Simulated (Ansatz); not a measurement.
Geometry optimisation, Ansatz 0.2.0, RKS PBE0-D4/def2-SVP.

Input file:

```yaml
crystal:
  periodic: [false, false, false]
  atoms:
    - { symbol: C, position_ang: [-0.6331, 1.3202, 0.8457] }
    - { symbol: Si, position_ang: [0.71, 0.2101, 0.426] }
    - { symbol: C, position_ang: [0.1099, -1.2333, -0.6355] }
    - { symbol: S, position_ang: [1.16203, -1.87243, -1.7035] }
    - { symbol: S, position_ang: [-1.57706, -1.70882, -0.51911] }
    - { symbol: H, position_ang: [-1.1408, 1.7794, -0.0773] }
    - { symbol: H, position_ang: [-0.3011, 2.2143, 1.4334] }
    - { symbol: H, position_ang: [-1.4222, 0.8714, 1.401] }
    - { symbol: H, position_ang: [1.3512, -0.2191, 1.7401] }
    - { symbol: H, position_ang: [1.7703, 0.9942, -0.2553] }
    - { symbol: H, position_ang: [-1.46908, -2.67034, -1.43415] }
basis:
  gaussian: { orbitals: def2-SVP }
hamiltonian:
  xc: pbe0
  dispersion: d4
relax:
  f_tol: 0.015
  max_steps: 40
```

Run as:

```bash
$ ansatz run input.yaml --threads 2 --pin off --max-ram 3072MiB --backend cpu --events-out ev --progress --plain --runs-dir out
```

Problem. Where does it end, and by what steps?

Solution. The forces met the threshold. The force dipped under the threshold on the way, but the program's further checks kept it going. After 14 steps the energy has fallen by 0.281 eV; S4 moved furthest, 0.66 Å.

```json
{"step": "0", "energy less start (eV)": "0.0000", "largest force component (eV/Å)": "2.963", "accepted": "yes"}
{"step": "1", "energy less start (eV)": "-0.1828", "largest force component (eV/Å)": "1.222", "accepted": "yes"}
{"step": "2", "energy less start (eV)": "-0.2370", "largest force component (eV/Å)": "0.831", "accepted": "yes"}
{"step": "3", "energy less start (eV)": "-0.1943", "largest force component (eV/Å)": "1.032", "accepted": "no"}
{"step": "4", "energy less start (eV)": "-0.2683", "largest force component (eV/Å)": "0.282", "accepted": "yes"}
{"step": "5", "energy less start (eV)": "-0.2750", "largest force component (eV/Å)": "0.027", "accepted": "yes"}
{"step": "6", "energy less start (eV)": "-0.2776", "largest force component (eV/Å)": "0.016", "accepted": "yes"}
{"step": "7", "energy less start (eV)": "-0.2771", "largest force component (eV/Å)": "0.319", "accepted": "no"}
{"step": "8", "energy less start (eV)": "-0.2792", "largest force component (eV/Å)": "0.039", "accepted": "yes"}
{"step": "9", "energy less start (eV)": "-0.2795", "largest force component (eV/Å)": "0.135", "accepted": "yes"}
{"step": "10", "energy less start (eV)": "-0.2794", "largest force component (eV/Å)": "0.145", "accepted": "no"}
{"step": "11", "energy less start (eV)": "-0.2806", "largest force component (eV/Å)": "0.032", "accepted": "yes"}
{"step": "12", "energy less start (eV)": "-0.2808", "largest force component (eV/Å)": "0.003", "accepted": "yes"}
{"step": "13", "energy less start (eV)": "-0.2811", "largest force component (eV/Å)": "0.019", "accepted": "yes"}
{"step": "14", "energy less start (eV)": "-0.2811", "largest force component (eV/Å)": "0.013", "accepted": "yes"}
```

```xyz
11
Properties=species:S:1:pos:R:3
C -0.707 1.349 0.924
Si 0.735 0.285 0.367
C 0.162 -1.246 -0.626
S 1.301 -2.268 -1.194
S -1.552 -1.411 -0.836
H -1.281 1.726 0.063
H -0.339 2.219 1.492
H -1.391 0.784 1.576
H 1.499 -0.237 1.537
H 1.651 1.048 -0.529
H -1.518 -2.564 -1.552
```

The run took 54 s on 2 threads of Arm Neoverse V1, with other jobs on the host, peak memory 0.26 GiB.
